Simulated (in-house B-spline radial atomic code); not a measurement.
Successive ionisation energies of zirconium; each step leads to the configuration of the next row (after the last: [Ar] 3d1). Dirac energy differences include first-order Breit, QED and recoil terms. NIST's values go from ground level to ground level; the uncertainty of those that are theory runs from under 0.1 % in few-electron ions to several per cent in heavy many-electron ones. Computed with a radial B-spline atomic code at the basis-set limit: Dirac-Hartree-Fock, average of the configuration, finite nuclei.

```csv
ion,configuration,ionisation energy (eV),tabulated value (eV),tabulated kind,computed minus tabulated (eV),highest orbital,largest mean radius (bohr)
Zr8+,[Ar] 3d10 4s2 4p2,150.6,153,tabulated theory,-2.4,4p3/2,1.2056
Zr9+,[Ar] 3d10 4s2 4p1,169.8,172.02,semi-empirical,-2.2,4p3/2,1.1802
Zr10+,[Ar] 3d10 4s2,?,?,semi-empirical,?,?,?
Zr11+,[Ar] 3d10 4s1,?,?,measured,?,?,?
Zr12+,[Ar] 3d10,426.7,426,tabulated theory,0.7,3d5/2,0.45822
Zr13+,[Ar] 3d9,474.9,470,tabulated theory,4.9,3d5/2,0.4527
Zr14+,[Ar] 3d8,524.7,520,tabulated theory,4.7,3d5/2,0.44723
Zr15+,[Ar] 3d7,576.3,573,tabulated theory,3.3,3d5/2,0.44181
Zr16+,[Ar] 3d6,629.5,622,tabulated theory,7.5,3d5/2,0.43645
Zr17+,[Ar] 3d5,?,?,tabulated theory,?,?,?
Zr18+,[Ar] 3d4,740.8,745,tabulated theory,-4.2,3d5/2,0.42737
Zr19+,[Ar] 3d3,798.9,803,tabulated theory,-4.1,3d5/2,0.42316
Zr20+,[Ar] 3d2,858.6,863,tabulated theory,-4.4,3d5/2,0.41899
```

Problem. Fill in the row of Zr10+.

Solution. ionisation energy (eV): 212.6; tabulated value (eV): 214.9; computed minus tabulated (eV): -2.3; highest orbital: 4s1/2; largest mean radius (bohr): 1.0865.

Problem. Fill in the row of Zr11+.

Solution. ionisation energy (eV): 235.0; tabulated value (eV): 236.252; computed minus tabulated (eV): -1.2; highest orbital: 4s1/2; largest mean radius (bohr): 1.0673.

Problem. Fill in the row of Zr17+.

Solution. ionisation energy (eV): 684.3; tabulated value (eV): 690; computed minus tabulated (eV): -5.7; highest orbital: 3d5/2; largest mean radius (bohr): 0.4316.

Problem. Where is the largest jump?

Solution. From Zr11+ to Zr12+, by a factor of 1.82 (235.01 to 426.72 eV); the highest orbital goes from 4s1/2 to 3d5/2.

Where a p, d or f electron is removed, the computed value is a mean over both j, so it misses the tabulated one by a part of the spin-orbit splitting; averaging over terms and missing correlation add to the gap, relatively most at low charge.
